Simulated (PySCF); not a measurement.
Estimate the missing entries of this data sheet.

Species: C8H7NS.
SMILES with atom numbers: `[SH:1][c:2]1[cH:3][cH:4][cH:5][c:6]2[cH:7][cH:8][nH:9][c:10]12` (hydrogens: H11 on S1; H12 on C3; H13 on C4; H14 on C5; H15 on C7; H16 on C8; H17 on N9)

Conformer (atom-mapped SMILES and torsion angles): `[SH:1][c:2]1[cH:3][cH:4][cH:5][c:6]2[cH:7][cH:8][nH:9][c:10]12`: H–S1–C2–C3 0°.

| property | level | value |
| --- | --- | --- |
| point group | PBE0-D3(BJ)/def2-SVP | ? |
| rotational constants A, B, C | PBE0-D3(BJ)/def2-SVP | 1.782, 1.167, 0.705 GHz |
| dipole moment | CAM-B3LYP/def2-SVPD | ? |
| HOMO energy | CAM-B3LYP/def2-SVPD | ? |
| LUMO energy | CAM-B3LYP/def2-SVPD | ? |
| lowest singlet excitation | TDDFT CAM-B3LYP/def2-SVPD | 4.79 eV (259 nm, f = 0.130) |
| strongest line among the 6 lowest singlet transitions | TDDFT CAM-B3LYP/def2-SVPD | S6 at 6.02 eV (206 nm, f = 0.416) |
| static isotropic polarisability | CAM-B3LYP/def2-SVPD | 121.3 au |
| electronic spatial extent ⟨r²⟩ about the centre of nuclear charge | CAM-B3LYP/def2-SVPD | ? |

Electronic properties: PySCF, gas phase, density fitting.

Question: Give the HOMO energy.

Answer: -7.01 eV.

Question: What is the electronic spatial extent ⟨r²⟩ about the centre of nuclear charge?

Answer: 1555 bohr².

Question: What is the LUMO energy?

Answer: 0.44 eV.

Question: What is the point group?

Answer: Cs.

Question: The dipole moment?

Answer: 0.94 D.

The polarisability is 17.98 Å³ as a volume (1 au = 0.148185 Å³), or 1.56 au for each of the 78 electrons. The dipole matches unit charges of opposite sign 0.19 Å apart (1 e·Å = 4.8032 D). The principal polarisabilities are 69.6, 142.4 and 152.0 au; their mean is the isotropic value. The largest Löwdin shares of the HOMO are 0.17 on S1, 0.15 on C5, 0.14 on C2 and 0.11 on C7. No computed singlet falls in the visible range (750 to 380 nm, 1.65 to 3.26 eV); S1 lies 1.53 eV above its blue end.

For the geometry optimisation (PBE0-D3(BJ)/def2-SVP), rough CPU time on one thread of a shared machine: about 5 min.

One conformer stands for the species.
